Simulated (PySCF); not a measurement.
# Core binding energy against partial charge

Species: dimethyl malonate, C5H8O4.
Numbering: `[CH3:1][O:2][C:3](=[O:4])[CH2:5][C:6](=[O:7])[O:8][CH3:9]`

Binding energies: PySCF, delta-SCF UKS SCAN, pcX-2 on the ionised atom, pcseg-1 elsewhere, spin-free X2C. Charges: PBE0/pcSseg-1 ground-state density, for the ionised atom.

```
atom                    environment  C 1s (eV)  Mulliken (e)  IAO (e)  Hirshfeld (e)  ESP (e)
  C5  sp3 carbon next to a carbonyl     291.59        -0.191   -0.363         -0.085   -0.955
  C1                 methoxy carbon     292.71        -0.045   -0.211         -0.033   -0.208
  C3          ester carbonyl carbon     294.72        +0.444   +0.534         +0.217   +0.943
```

**Question.** How well does each charge scheme correlate with the binding energies over these sites?

**Answer.** ESP: r = 1.00, slope 1.7 eV per e; Mulliken: r = 0.99, slope 4.7 eV per e; Hirshfeld: r = 0.98, slope 9.6 eV per e; IAO: r = 0.98, slope 3.2 eV per e. On 3 points no scheme stands out.

**Question.** The point-charge model writes a binding energy as kq + V + constant, with V the potential of the other atoms' charges at the site. What does it give with the IAO charges?

**Answer.** V = Σ 14.40 eV Å × q/r over all other atoms: +7.02 eV at C5, +3.36 eV at C1, -8.85 eV at C3. Fitting binding energy − V to q gives k = 20.5 eV per e and leaves an rms residual of 0.67 eV, against 0.25 eV for the fit on q alone. The model has no term for differences in relaxation between sites.

Geometry: PBE0-D3(BJ)/def2-SVP, one conformer, isolated molecule.

Conformer computed: `[CH3:1][O:2][C:3](=[O:4])[CH2:5][C:6](=[O:7])[O:8][CH3:9]`: C1–O2–C3–O4 0°, O2–C3–C5–C6 -137°, C3–C5–C6–O7 59°, C5–C6–O8–C9 180°.
